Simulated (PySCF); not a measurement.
Sn(Br)(OH) (BrHOSn), SMILES [OH][Sn][Br] (connectivity only; charge and spin as stated), neutral, multiplicity 1.

Coordinates come from a B3LYP-D3(BJ)/def2-TZVP optimisation. The def2 effective core potentials stand for the cores of Sn; spin–orbit coupling is left out. One conformer was computed; it need not be the lowest.

These are M06-2X/def2-TZVPD in PySCF values and carry that method's errors.

The molecule is in vacuum.

Computed frontier levels, gap, dipole moment and polarisability:
The highest occupied level is -8.86 eV. The lowest empty level is -1.94 eV. The orbital gap is 6.92 eV, the dipole moment comes out as 2.13 D and the quadrupole, principal values (traceless, Buckingham form, about the centre of nuclear charge) comes out as -10.03, 5.00, 5.03 D·Å. The mean static polarisability is 69.5 bohr³ (10.30 Å³) and the polarisability, principal values is 54.8, 64.5, 89.2 bohr³.
